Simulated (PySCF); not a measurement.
C6H6P2.
Z-matrix (Å and degrees, PBE0-D3(BJ)/def2-SVP geometry), rows numbered from 1:
```
C 
C   1  1.3390
C   2  1.4747  1  127.19
C   3  1.3972  2  121.02  1     9.69
P   4  1.7325  3  130.78  2  -178.49
C   5  1.7410  4  102.81  3    -0.55
C   6  1.3852  5  127.97  4    -0.64
P   7  1.7376  6  129.10  5     0.80
H   1  1.0921  2  120.61  3   179.54
H   1  1.0936  2  122.74  3     0.17
H   2  1.0970  1  117.99  3  -178.70
H   4  1.0977  3  116.41  2     1.85
H   6  1.0975  5  114.77  4  -179.95
H   7  1.0980  6  117.09  5  -179.17
```

Probes without a nucleus sit at each ring's centroid and 1 Å off its mean plane on both sides; NICS is minus the shielding there, NICSzz its component along the normal. Level: GIAO KT2/pcSseg-1 (PySCF, non-relativistic, gas phase) on the PBE0-D3(BJ)/def2-SVP geometry, one conformer.

Ring bond lengths (Å): C3–C4 1.397, C4–P5 1.732, P5–C6 1.741, C6–C7 1.385, C7–P8 1.738, P8–C3 1.760.

Task: What do the NICS probes read (ppm)?

Result: 
| ring | type | NICS(0) | NICS(1), two faces | NICS(1)zz, two faces | rms pucker (Å) | centre to ring atoms, mean (Å) |
| --- | --- | --- | --- | --- | --- | --- |
| C3–C4–P5–C6–C7–P8 | 6-membered ring with 2 P; formal bonds all aromatic | -5.5 | -8.9 / -8.8 | -21.6 / -21.1 | 0.01 | 1.61 |

Task: What can be read from them?

Result: 
- C3–C4–P5–C6–C7–P8: mean NICS(1)zz -21.3 ppm, shielded.

Task: What does the geometric index give? HOMA = 1 − mean of α(R − Ropt)² over the ring bonds, with Krygowski's 1993 parameters (CC: Ropt 1.388 Å, α 257.7 Å⁻²; CP: Ropt 1.698 Å, α 118.91 Å⁻²).

Result: 
- C3–C4–P5–C6–C7–P8: HOMA 0.83; the largest term is that of P8–C3, α(R − Ropt)² = 0.45.

Task: At the first NICS(1) probe listed for ring C3–C4–P5–C6–C7–P8, 1 Å off the ring, what do the in-plane components average?

Result: The isotropic value is a third of the trace: (3 × -8.9 − (-21.6))/2 = -2.6 ppm.

Task: Give the inner angles of the rings.

Result: 
- C3–C4–P5–C6–C7–P8: C3 125.5°, C4 130.8°, P5 102.8°, C6 128.0°, C7 129.1°, P8 103.8°; sum 720.0° against 720° for a flat convex ring.

Task: How shielded are the nuclei of the rings and their hydrogens (means over atoms taken as equivalent)?

Result: 
```json
{"atoms": "C3", "environment": "substituted aromatic carbon", "σ isotropic (ppm)": "22.4", "principal values of the symmetric part, first atom (ppm)": "-120.4, 7.1, 180.5"}
{"atoms": "C4", "environment": "aromatic CH carbon", "σ isotropic (ppm)": "39.2", "principal values of the symmetric part, first atom (ppm)": "-110.9, 44.0, 184.5"}
{"atoms": "P5", "environment": "phosphorus bonded to 2 C", "σ isotropic (ppm)": "121.9", "principal values of the symmetric part, first atom (ppm)": "-166.3, 13.9, 518.0"}
{"atoms": "C6", "environment": "aromatic CH carbon", "σ isotropic (ppm)": "33.4", "principal values of the symmetric part, first atom (ppm)": "-117.4, 36.9, 180.8"}
{"atoms": "C7", "environment": "aromatic CH carbon", "σ isotropic (ppm)": "29.4", "principal values of the symmetric part, first atom (ppm)": "-123.7, 38.7, 173.1"}
{"atoms": "P8", "environment": "phosphorus bonded to 2 C", "σ isotropic (ppm)": "110.8", "principal values of the symmetric part, first atom (ppm)": "-182.2, 22.3, 492.4"}
{"atoms": "H12", "environment": "aromatic hydrogen", "σ isotropic (ppm)": "21.68", "principal values of the symmetric part, first atom (ppm)": "18.1, 19.2, 27.7"}
{"atoms": "H13", "environment": "aromatic hydrogen", "σ isotropic (ppm)": "22.43", "principal values of the symmetric part, first atom (ppm)": "20.2, 20.8, 26.3"}
{"atoms": "H14", "environment": "aromatic hydrogen", "σ isotropic (ppm)": "22.13", "principal values of the symmetric part, first atom (ppm)": "19.6, 20.4, 26.3"}
```

Task: How do the values depend on the level or the medium?

Result: 
| level | NICS(0), C3–C4–P5–C6–C7–P8 | mean NICS(1)zz, C3–C4–P5–C6–C7–P8 |
| --- | --- | --- |
| KT2/pcSseg-1, gas | -5.5 | -21.3 |
| PBE0/pcSseg-1, gas | -5.8 | -22.8 |
| PBE0/pcSseg-1, IEF-PCM benzene | -5.7 | -22.8 |
| PBE0/pcSseg-1, IEF-PCM dichloromethane | -5.6 | -22.8 |

The geometry is the same throughout; the continuum's cavity takes Bondi-type radii × 1.2.

On an Arm Neoverse V1 with one thread, shared host with 32 logical CPUs at a one-minute load of 26, this took 36 s and 0.71 GiB of memory at its peak. This is the whole shielding run at KT2/pcSseg-1, SCF included.
